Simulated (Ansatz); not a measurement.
Harmonic vibrations of `C[O][GeH2][Br]` by finite differences.

```yaml
crystal:
  periodic: [false, false, false]
  atoms:
    - {symbol: C, position_ang: [0.511710, 1.324184, 0.215358]}
    - {symbol: O, position_ang: [0.742399, -0.054982, 0.399934]}
    - {symbol: Ge, position_ang: [-0.480229, -1.175891, -0.217004]}
    - {symbol: Br, position_ang: [0.328032, -3.256242, 0.284394]}
    - {symbol: H, position_ang: [0.442924, 1.594951, -0.846467]}
    - {symbol: H, position_ang: [-0.402429, 1.663265, 0.720202]}
    - {symbol: H, position_ang: [1.357229, 1.862370, 0.648162]}
    - {symbol: H, position_ang: [-1.811620, -0.965274, 0.521736]}
    - {symbol: H, position_ang: [-0.599415, -1.038780, -1.743414]}
basis:
  gaussian: {orbitals: def2-TZVP}
hamiltonian: {xc: pbe0, dispersion: d4}
phonons: {temperatures: {t_min: 298.15, t_max: 900, t_step: 200}}
```

```sh
$ ansatz run in.yaml --threads 4 --pin off --events-out ev --progress --plain --max-ram 10444MiB
```

It prints (some lines left out):

```
Functional definition: PBE0
mean field -129713.91995843 eV, -4766.8986352194 hartree, gradient 3.0e-5 eV, S^2 0.000000; 0 other end points of the search recorded, 0 dependent functions left out
mean field -129713.91978331 eV, -4766.8986287839 hartree, gradient 1.7e-6 eV, S^2 0.000000; 0 other end points of the search recorded, 0 dependent functions left out
mean field -129713.91978475 eV, -4766.8986288369 hartree, gradient 1.7e-6 eV, S^2 0.000000; 0 other end points of the search recorded, 0 dependent functions left out
mean field -129713.91983919 eV, -4766.8986308376 hartree, gradient 1.7e-6 eV, S^2 0.000000; 0 other end points of the search recorded, 0 dependent functions left out
mean field -129713.91979109 eV, -4766.8986290700 hartree, gradient 1.7e-6 eV, S^2 0.000000; 0 other end points of the search recorded, 0 dependent functions left out
mean field -129713.91978767 eV, -4766.8986289440 hartree, gradient 1.7e-6 eV, S^2 0.000000; 0 other end points of the search recorded, 0 dependent functions left out
mean field -129713.91978906 eV, -4766.8986289954 hartree, gradient 1.7e-6 eV, S^2 0.000000; 0 other end points of the search recorded, 0 dependent functions left out
mean field -129713.91991143 eV, -4766.8986334923 hartree, gradient 1.7e-6 eV, S^2 0.000000; 0 other end points of the search recorded, 0 dependent functions left out
mean field -129713.91989161 eV, -4766.8986327637 hartree, gradient 1.7e-6 eV, S^2 0.000000; 0 other end points of the search recorded, 0 dependent functions left out
mean field -129713.91984118 eV, -4766.8986309106 hartree, gradient 1.7e-6 eV, S^2 0.000000; 0 other end points of the search recorded, 0 dependent functions left out
mean field -129713.91980453 eV, -4766.8986295637 hartree, gradient 1.7e-6 eV, S^2 0.000000; 0 other end points of the search recorded, 0 dependent functions left out
mean field -129713.91993421 eV, -4766.8986343293 hartree, gradient 1.7e-6 eV, S^2 0.000000; 0 other end points of the search recorded, 0 dependent functions left out
mean field -129713.91992502 eV, -4766.8986339918 hartree, gradient 1.7e-6 eV, S^2 0.000000; 0 other end points of the search recorded, 0 dependent functions left out
mean field -129713.91985297 eV, -4766.8986313440 hartree, gradient 1.7e-6 eV, S^2 0.000000; 0 other end points of the search recorded, 0 dependent functions left out
mean field -129713.91987627 eV, -4766.8986322002 hartree, gradient 1.7e-6 eV, S^2 0.000000; 0 other end points of the search recorded, 0 dependent functions left out
mean field -129713.91986495 eV, -4766.8986317842 hartree, gradient 1.7e-6 eV, S^2 0.000000; 0 other end points of the search recorded, 0 dependent functions left out
mean field -129713.91988449 eV, -4766.8986325024 hartree, gradient 1.7e-6 eV, S^2 0.000000; 0 other end points of the search recorded, 0 dependent functions left out
mean field -129713.91986232 eV, -4766.8986316876 hartree, gradient 1.7e-6 eV, S^2 0.000000; 0 other end points of the search recorded, 0 dependent functions left out
mean field -129713.91987303 eV, -4766.8986320811 hartree, gradient 1.7e-6 eV, S^2 0.000000; 0 other end points of the search recorded, 0 dependent functions left out
mean field -129713.91995422 eV, -4766.8986350648 hartree, gradient 1.7e-6 eV, S^2 0.000000; 0 other end points of the search recorded, 0 dependent functions left out
mean field -129713.91994578 eV, -4766.8986347548 hartree, gradient 1.7e-6 eV, S^2 0.000000; 0 other end points of the search recorded, 0 dependent functions left out
mean field -129713.91987405 eV, -4766.8986321185 hartree, gradient 1.7e-6 eV, S^2 0.000000; 0 other end points of the search recorded, 0 dependent functions left out
mean field -129713.91996565 eV, -4766.8986354846 hartree, gradient 1.7e-6 eV, S^2 0.000000; 0 other end points of the search recorded, 0 dependent functions left out
mean field -129713.91995720 eV, -4766.8986351743 hartree, gradient 1.7e-6 eV, S^2 0.000000; 0 other end points of the search recorded, 0 dependent functions left out
mean field -129713.91994985 eV, -4766.8986349040 hartree, gradient 1.7e-6 eV, S^2 0.000000; 0 other end points of the search recorded, 0 dependent functions left out
mean field -129713.91994729 eV, -4766.8986348100 hartree, gradient 1.7e-6 eV, S^2 0.000000; 0 other end points of the search recorded, 0 dependent functions left out
mean field -129713.91994043 eV, -4766.8986345580 hartree, gradient 1.7e-6 eV, S^2 0.000000; 0 other end points of the search recorded, 0 dependent functions left out
mean field -129713.91994181 eV, -4766.8986346088 hartree, gradient 1.7e-6 eV, S^2 0.000000; 0 other end points of the search recorded, 0 dependent functions left out
mean field -129713.91992990 eV, -4766.8986341711 hartree, gradient 1.7e-6 eV, S^2 0.000000; 0 other end points of the search recorded, 0 dependent functions left out
mean field -129713.91986556 eV, -4766.8986318066 hartree, gradient 1.7e-6 eV, S^2 0.000000; 0 other end points of the search recorded, 0 dependent functions left out
mean field -129713.91986283 eV, -4766.8986317063 hartree, gradient 1.7e-6 eV, S^2 0.000000; 0 other end points of the search recorded, 0 dependent functions left out
mean field -129713.91988871 eV, -4766.8986326575 hartree, gradient 1.7e-6 eV, S^2 0.000000; 0 other end points of the search recorded, 0 dependent functions left out
mean field -129713.91988170 eV, -4766.8986323997 hartree, gradient 1.7e-6 eV, S^2 0.000000; 0 other end points of the search recorded, 0 dependent functions left out
mean field -129713.91993893 eV, -4766.8986345030 hartree, gradient 1.7e-6 eV, S^2 0.000000; 0 other end points of the search recorded, 0 dependent functions left out
mean field -129713.91992758 eV, -4766.8986340857 hartree, gradient 1.7e-6 eV, S^2 0.000000; 0 other end points of the search recorded, 0 dependent functions left out
mean field -129713.91992726 eV, -4766.8986340738 hartree, gradient 1.7e-6 eV, S^2 0.000000; 0 other end points of the search recorded, 0 dependent functions left out
mean field -129713.91992364 eV, -4766.8986339408 hartree, gradient 1.7e-6 eV, S^2 0.000000; 0 other end points of the search recorded, 0 dependent functions left out
mean field -129713.91989302 eV, -4766.8986328158 hartree, gradient 1.7e-6 eV, S^2 0.000000; 0 other end points of the search recorded, 0 dependent functions left out
mean field -129713.91988557 eV, -4766.8986325418 hartree, gradient 1.7e-6 eV, S^2 0.000000; 0 other end points of the search recorded, 0 dependent functions left out
mean field -129713.91992637 eV, -4766.8986340414 hartree, gradient 1.7e-6 eV, S^2 0.000000; 0 other end points of the search recorded, 0 dependent functions left out
mean field -129713.91991443 eV, -4766.8986336026 hartree, gradient 1.7e-6 eV, S^2 0.000000; 0 other end points of the search recorded, 0 dependent functions left out
mean field -129713.91993140 eV, -4766.8986342261 hartree, gradient 1.7e-6 eV, S^2 0.000000; 0 other end points of the search recorded, 0 dependent functions left out
mean field -129713.91992840 eV, -4766.8986341159 hartree, gradient 1.7e-6 eV, S^2 0.000000; 0 other end points of the search recorded, 0 dependent functions left out
mean field -129713.91990817 eV, -4766.8986333725 hartree, gradient 1.7e-6 eV, S^2 0.000000; 0 other end points of the search recorded, 0 dependent functions left out
mean field -129713.91992656 eV, -4766.8986340483 hartree, gradient 1.7e-6 eV, S^2 0.000000; 0 other end points of the search recorded, 0 dependent functions left out
mean field -129713.91995056 eV, -4766.8986349304 hartree, gradient 1.7e-6 eV, S^2 0.000000; 0 other end points of the search recorded, 0 dependent functions left out
mean field -129713.91995400 eV, -4766.8986350568 hartree, gradient 1.7e-6 eV, S^2 0.000000; 0 other end points of the search recorded, 0 dependent functions left out
mean field -129713.91994313 eV, -4766.8986346573 hartree, gradient 1.7e-6 eV, S^2 0.000000; 0 other end points of the search recorded, 0 dependent functions left out
mean field -129713.91993947 eV, -4766.8986345227 hartree, gradient 1.7e-6 eV, S^2 0.000000; 0 other end points of the search recorded, 0 dependent functions left out
mean field -129713.91994916 eV, -4766.8986348788 hartree, gradient 1.7e-6 eV, S^2 0.000000; 0 other end points of the search recorded, 0 dependent functions left out
mean field -129713.91995567 eV, -4766.8986351180 hartree, gradient 1.7e-6 eV, S^2 0.000000; 0 other end points of the search recorded, 0 dependent functions left out
mean field -129713.91995008 eV, -4766.8986349126 hartree, gradient 1.7e-6 eV, S^2 0.000000; 0 other end points of the search recorded, 0 dependent functions left out
mean field -129713.91995547 eV, -4766.8986351106 hartree, gradient 1.7e-6 eV, S^2 0.000000; 0 other end points of the search recorded, 0 dependent functions left out
mean field -129713.91989712 eV, -4766.8986329665 hartree, gradient 1.7e-6 eV, S^2 0.000000; 0 other end points of the search recorded, 0 dependent functions left out
mean field -129713.91991444 eV, -4766.8986336027 hartree, gradient 1.7e-6 eV, S^2 0.000000; 0 other end points of the search recorded, 0 dependent functions left out
Total energy: -129714.07466798 eV, -4766.9043206906 hartree
Atom 0 at     0.511710     1.324184     0.215358 Å, force    -0.000691    -0.000222    -0.000313 eV/Å
Atom 1 at     0.742399    -0.054982     0.399934 Å, force     0.000005    -0.000364    -0.000011 eV/Å
Atom 2 at    -0.480229    -1.175891    -0.217004 Å, force    -0.000030     0.000943     0.000072 eV/Å
Atom 3 at     0.328032    -3.256242     0.284394 Å, force     0.000382    -0.000236     0.000144 eV/Å
Atom 4 at     0.442924     1.594951    -0.846467 Å, force     0.000073    -0.000009     0.000636 eV/Å
Atom 5 at    -0.402429     1.663265     0.720202 Å, force     0.000642    -0.000153    -0.000166 eV/Å
Atom 6 at     1.357229     1.862370     0.648162 Å, force    -0.000077     0.000106    -0.000108 eV/Å
Atom 7 at    -1.811620    -0.965274     0.521736 Å, force    -0.000100     0.000085    -0.000348 eV/Å
Atom 8 at    -0.599415    -1.038780    -1.743414 Å, force    -0.000204    -0.000151     0.000094 eV/Å
Dipole moment:    -0.293046     0.424828    -0.173616 e Å
Vibrations: 20.96 107.84 117.79 236.47 333.12 524.41 632.60 653.00 773.45 864.24 1111.49 1176.76 1199.12 1475.62 1493.93 1494.68 2153.35 2159.42 2995.26 3050.53 3114.77 cm⁻¹, zero-point energy 1.592503 eV
```

Hardware: 4 threads of an AMD EPYC 7B13 on a shared host. Wall time 2.3 min, peak host memory 0.61 GiB.
